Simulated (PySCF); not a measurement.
# Bonding in `CNC(=O)[C@H]([SiH3])O[SiH3]`

C3H11NO2Si2.
Numbering: `[CH3:1][NH:2][C:3](=[O:4])[C@H:5]([SiH3:6])[O:7][SiH3:8]` (hydrogens: H9, H10, H11 on C1; H12 on N2; H13 on C5; H14, H15, H16 on Si6; H17, H18, H19 on Si8)

Cartesian coordinates in Å at the GFN2-xTB level; atoms count from 1:
```xyz
19
C3H11NO2Si2 angstrom
C      2.5277   -0.2563   -1.5466
N      1.3512    0.4531   -1.1020
C      0.2888   -0.1698   -0.5538
O      0.2326   -1.3763   -0.3985
C     -0.8196    0.7229   -0.0885
Si    -0.3430    1.5239    1.5925
O     -1.9931    0.0143    0.1368
Si    -2.1933   -1.6070    0.2273
H      2.3866   -1.3073   -1.3010
H      2.6595   -0.1540   -2.6257
H      3.4170    0.1203   -1.0384
H      1.3287    1.4526   -1.2213
H     -1.0194    1.4920   -0.8473
H      0.8490    2.3540    1.3625
H     -0.0402    0.4653    2.5474
H     -1.4775    2.3370    2.0141
H     -2.0365   -2.3239   -1.0343
H     -3.6257   -1.5049    0.5308
H     -1.5025   -2.2266    1.3536
```

Bond orders from the PBE0/pcSseg-1 density (PySCF). Isolated species at its GFN2-xTB geometry (one conformer only).

(1) Where do the orders between heavy atoms depart from those drawn in the SMILES?

(2) Give the Mayer order of every bond between heavy atoms, beside its length.

## Answers

(1) The largest departure is 0.231, at C3–O4 (drawn double, 1.769). Drawn single, order above 1.12: N2–C3 (1.159). Drawn single, order below 0.88: C5–Si6 (0.825).

(2) 
| bond | drawn as | length (Å) | Mayer order |
| --- | --- | --- | --- |
| C1–N2 | single | 1.444 | 0.930 |
| N2–C3 | single | 1.348 | 1.159 |
| C3–O4 | double | 1.218 | 1.769 |
| C3–C5 | single | 1.497 | 0.973 |
| C5–Si6 | single | 1.922 | 0.825 |
| C5–O7 | single | 1.389 | 0.884 |
| O7–Si8 | single | 1.636 | 0.885 |

Bonds between the same two heavy elements. C–N: lowest C1–N2 (0.930, 1.444 Å), highest N2–C3 (1.159, 1.348 Å). C–O: lowest C5–O7 (0.884, 1.389 Å), highest C3–O4 (1.769, 1.218 Å).

Question: And the bonds to hydrogen?

Answer: C–H: 0.93 to 0.97 (4 bonds); H–N: 0.93 (1 bond); H–Si: 0.91 to 0.95 (6 bonds).

Question: Sum the orders of all bonds at each heavy atom with more than one neighbour and set the sums beside the valence in the SMILES.

Answer: C1 3.818 (drawn 4), N2 3.015 (drawn 3), C3 3.901 (drawn 4), C5 3.609 (drawn 4), Si6 3.652 (drawn 4), O7 1.769 (drawn 2), Si8 3.644 (drawn 4). Orders between atoms that aren't bonded are not in these sums.

The Mayer order sums products of elements of PS (density times overlap matrix) between the two atoms' basis functions, so it depends on the basis set.
